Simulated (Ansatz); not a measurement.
Reaction (cleavage of the Si–Sn bond): `[SiH3][SnH]([Cl])[Cl]` + `[OH][Sc]([F])[Cl]` → `[F][Sc]([Cl])[O][SiH3]` + `[Cl][SnH2][Cl]`

Gas-phase electronic energies from Ansatz, PBE0-D4/def2-TZVP geometries. CCSD(T)/CBS is the MP2 limit (def2-TZVPP, def2-QZVPP) plus CCSD(T) − MP2 in def2-TZVPP, frozen cores. Functionals use def2-TZVPP. def2 core potentials past Kr. For Sc, Sn outer-core shells are correlated without core-valence functions, which leaves a few kJ/mol of doubt a bond. Scalar relativity is left out up to krypton. Each species was taken in one conformer, which may not be the lowest.

Question: Is it downhill or uphill in electronic energy at CCSD(T)/CBS, and by how much? (Best estimate.)

Answer: Ansatz gave: Downhill: ΔE = -17.1 kcal/mol.

Question: What do these levels give: PBE0-D4, CAM-B3LYP-D4, ωB97M-V, revPBE, CAM-B3LYP, CCSD(T)/def2-SVP? (An estimate is asked.)

Answer: Computed: PBE0-D4 -13.6, CAM-B3LYP-D4 -18.1, ωB97M-V -17.0, revPBE -12.5, CAM-B3LYP -18.7, CCSD(T)/def2-SVP -18.1 kcal/mol.

Largest T1 diagnostic among the species: 0.016.

The D4 term adds +0.9 kcal/mol with B3LYP and +0.5 kcal/mol with PBE0; it sums over pairs of atoms, weighted by their polarisabilities, and B3LYP, whose exchange is more repulsive, gets the larger term. At CCSD(T), def2-SVP lies −1.0 kcal/mol from the extrapolated value and def2-TZVPP −0.9 kcal/mol. In def2-TZVPP, CCSD(T) changes the Hartree–Fock value by +5.5 kcal/mol (the triples alone add +0.7 kcal/mol) and MP2 by +5.6 kcal/mol.

B3LYP here is the variant with VWN-RPA as its local correlation; programs differ in this.
